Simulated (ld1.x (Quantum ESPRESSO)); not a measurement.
## tantalum PAW: all-electron and pseudo phase curves

| Item | Value |
| --- | --- |
| Element | tantalum |
| Generator | ld1.x (Quantum ESPRESSO) 7.5 |
| Type | PAW |
| Functional | PBE |
| Relativity | scalar-relativistic |
| Frozen core | [Xe] 4f14 |
| Valence charge | 5 |
| Reference configuration | 5d3 6s1 6p0 (charge +1) |
| Partial waves | 6s (bound): rcut 2.35, rcutus 2.80 bohr; 6s channel at -0.63 Ry: rcut 2.35, rcutus 2.80 bohr; 6p (bound, empty): rcut 2.60, rcutus 2.95 bohr; 6p channel at 3.25 Ry: rcut 2.60, rcutus 2.95 bohr; 5d (bound): rcut 2.05, rcutus 2.45 bohr; 5d channel at 1.4 Ry: rcut 2.05, rcutus 2.45 bohr |
| Local potential | all-electron potential smoothed inside 2.50 bohr (lloc = -1) |
| Core correction | Bessel-smoothed model core, default radius (core density twice the valence density) |
| Augmentation charge | PSQ, inside the norm-conserving radii |

The phase is arctan(r·u′/u) with u = r·R(r), unwrapped; energies in Ry, scanned from -3 to 5 Ry. A pole is an energy at which the radial function vanishes at the test radius. The pseudo phase is shifted by a multiple of π to meet the all-electron one at the reference energy, and phase errors are pseudo minus all-electron; the curves can meet again beyond the range given. Levels narrower than the energy grid can be missing from the lists of poles.

```tsv
channel	radius (bohr)	reference energy (Ry)	poles, all-electron	poles, pseudo	unbroken range about the reference energy with phases within 0.05 rad	phase error 1 Ry above the reference energy (rad)
s	3.21	-0.85	0.30	0.29, 0.78	below 0.7	-0.001
p	3.21	-0.49	1.46	1.43, 4.58	below 3.8	-0.005
d	3.21	-0.77	-0.49, 3.56	-0.49, 3.51	the whole range	-0.000
```

Phases in the s channel:

| E (Ry) | all-electron | pseudo |
| --- | --- | --- |
| -3.00 | 1.333 | 1.332 |
| -2.52 | 1.289 | 1.288 |
| -2.04 | 1.210 | 1.210 |
| -1.56 | 1.019 | 1.018 |
| -1.08 | 0.151 | 0.151 |
| -0.60 | -1.181 | -1.181 |
| -0.12 | -1.470 | -1.470 |
| 0.36 | -1.582 | -1.584 |
| 0.84 | -1.655 | -4.778 |
| 1.32 | -1.725 | -4.859 |
| 1.80 | -1.818 | -4.949 |
| 2.28 | -2.000 | -5.121 |
| 2.76 | -2.618 | -5.697 |
| 3.24 | -3.973 | -7.104 |
| 3.72 | -4.395 | -7.547 |
| 4.20 | -4.534 | -7.689 |
| 4.68 | -4.604 | -7.761 |
